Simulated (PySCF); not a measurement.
H8NSi3, SMILES [SiH2]N([SiH3])[SiH3] (connectivity only; charge and spin as stated), charge +1, multiplicity 1.

Geometry: PBE-D3(BJ)/def2-SVP. The spin state was assumed, not searched. The isomer is the one that the SMILES or the coordinates give; other isomers of the formula were not compared.

Level of theory: PBE/def2-TZVP (PySCF).

Symmetry labels are those of the subgroup C2v that the program uses (full group C2v).

List the valence orbital energies around the gap with their symmetry. (An estimate is asked for; the answer gives what the named calculation found.)


| orbital | symmetry | energy (eV) |
|---|---|---|
| HOMO−7 | B1 | -15.08 |
| HOMO−6 | A1 | -15.00 |
| HOMO−5 | B2 | -14.28 |
| HOMO−4 | B1 | -13.81 |
| HOMO−3 | A1 | -13.05 |
| HOMO−2 | A2 | -12.78 |
| HOMO−1 | B1 | -12.76 |
| HOMO | B2 | -12.18 |
| LUMO | B2 | -8.44 |
| LUMO+1 | A1 | -6.28 |
| LUMO+2 | A1 | -5.65 |
| LUMO+3 | A1 | -4.56 |
